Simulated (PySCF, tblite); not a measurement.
Species: C5H9ClOSi2.
Cartesian coordinates in Å at the GFN2-xTB level; atoms count from 1:
```xyz
18
C5H9ClOSi2 angstrom
C      3.1846   -0.2230    0.3444
C      1.7394   -0.2277    0.7522
O      1.3592   -0.6793    1.8091
Si     0.4195    0.5177   -0.4482
Cl     1.4183    1.4966   -1.9449
C     -0.5900   -0.9159   -1.1524
C     -1.8660   -1.0098   -0.7905
C     -2.5529   -0.0608    0.1403
Si    -1.4143    1.4010    0.6468
H      3.5018    0.8064    0.1890
H      3.2902   -0.7441   -0.6051
H      3.8083   -0.6939    1.1009
H     -0.1717   -1.6522   -1.8252
H     -2.4858   -1.8177   -1.1657
H     -3.4803    0.2766   -0.3283
H     -2.8623   -0.6231    1.0244
H     -1.3293    1.4976    2.1039
H     -1.9775    2.6578    0.1377
```

Jobs on this species (18 atoms, 92 electrons) with PySCF (density fitting) and tblite. Hardware of each: one thread of an Arm Neoverse N1, no GPU, shared host. Other jobs ran on the host; a repeat could differ by tens of per cent or more.

```csv
level and settings,work,basis functions,SCF cycles,wall time
GFN2-xTB,L-BFGS relaxation,–,–,?
PBE0/pcSseg-1,"shieldings, ring-centre shieldings, charges and field gradients, density and orbital grids written",219,15,1.8 min
GFN2-xTB,Hessian by finite differences,–,–,1.8 s
```

Problem. Fill in the missing figures.

Solution. 
- GFN2-xTB; L-BFGS relaxation: 2.7 s

Problem. What do all jobs in the table cost together?

Solution. About 1.9 min; the longest takes about 96 % of that, and about 60 times as long as the shortest.
